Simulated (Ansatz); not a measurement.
Species: BNH3, charge 1, singlet. BNH3+ (SMILES B=[NH2+]).
B3LYP-D3(BJ)/def2-TZVP minimum from Ansatz (a first-principles code):
```
N
B 1 1.3115
H 1 1.0214 2 123.45
H 1 1.0214 3 113.09 2 180.00
H 2 1.1685 3 155.55 1 180.00
```
Charge +1, spin multiplicity 1.

Total energies in cc-pVTZ, 10 correlated electrons, 2 frozen orbitals. UHF or UKS for unpaired electrons; spin-orbit terms are left out. Correlated methods leave the cores frozen. No relativity.

```tsv
method	program	energy (Eh)	minus CCSDT(Q) (mEh)
HF	Ansatz	-80.64781	312.74
MP2	Ansatz	-80.93060	29.94
CCSD	Ansatz	-80.94884	11.70
CCSD(T)	Ansatz	-80.95966	0.89
CCSDT(Q)	Ansatz	-80.96054	0.00
```
